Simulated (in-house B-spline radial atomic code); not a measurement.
# Ionising As VIII (As7+) with different functionals

Computed with a B-spline radial code for spherical atoms: non-relativistic Hamiltonian, point nucleus, spin-polarised at highest spin, spherical fractional occupations for the functionals, and exact exchange of hybrids averaged over the configuration. The ionisation energy is the difference of two self-consistent energies, [Ar] 3d8 → [Ar] 3d7, without Breit or QED terms; ε is the level of the shell that loses the electron (its least bound occupied spin orbital). There is no spin-orbit coupling in this Hamiltonian.

```tsv
method	rung	ΔSCF (eV)	-ε(3d) (eV)
PBE0	global hybrid	182.56	171.44
B3LYP	global hybrid	182.72	170.62
TPSSh	global hybrid	182.48	168.49
M06-2X	global hybrid	182.40	176.81
BHandHLYP	global hybrid	182.27	175.95
r2SCAN0	global hybrid	182.52	171.56
B97-1	global hybrid	182.62	170.71
HSE06	range-separated hybrid	182.48	170.94
wB97X	range-separated hybrid	182.27	173.14
CAM-B3LYP	range-separated hybrid	182.65	172.62
LC-wPBE	range-separated hybrid	182.69	172.61
```

**Question.** Among the functionals, which spreads more, the ΔSCF values or the orbital energies?

**Answer.** The orbital energies: ΔSCF values span about 0.45 eV and the orbital energies 8.32 eV; here energy differences depend much less on the functional than eigenvalues do.

**Question.** How do they compare with the NIST value?

**Answer.** NIST lists 180 eV ± 2.1 (tabulated theory, ground level to ground level). Errors run from +2.27 to +2.72 eV; all lie within about twice that uncertainty, so the table can't rank the methods.
